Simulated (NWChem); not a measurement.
silacyclobutane (C$_{3}$H$_{8}$Si) in NWChem

```
C
H 1 1.1027
H 1 1.1036 2 106.85
C 1 1.5637 2 109.81 3 124.91
H 4 1.0999 1 116.22 2 -28.66
H 4 1.1028 5 108.12 1 126.08
C 1 1.5637 2 109.81 3 -124.91
H 7 1.0999 1 116.22 2 28.66
H 7 1.1028 8 108.12 1 -126.08
Si 4 1.9066 5 121.51 6 130.18
H 10 1.4945 4 114.06 5 24.63
H 10 1.4954 11 108.26 4 136.13
```
Charge 0, spin multiplicity 1.

Program: NWChem. The geometry was optimised at B3LYP/def2-SVP, a minimum by its harmonic frequencies. It is one conformer; others weren't searched.

The correlated methods keep 8 core orbitals frozen. The Pople sets run with spherical d functions.

Worked example. A B2PLYP run in 6-31G* ends its self-consistent part (53 % exact exchange, 47 % B88, 73 % LYP) at -408.12748 Ha, and second-order perturbation theory on those orbitals gives -0.57676 Ha unscaled.

The perturbative term enters with the weight 0.27: -408.12748 + 0.27·(-0.57676) = -408.28321 Ha is the total energy.
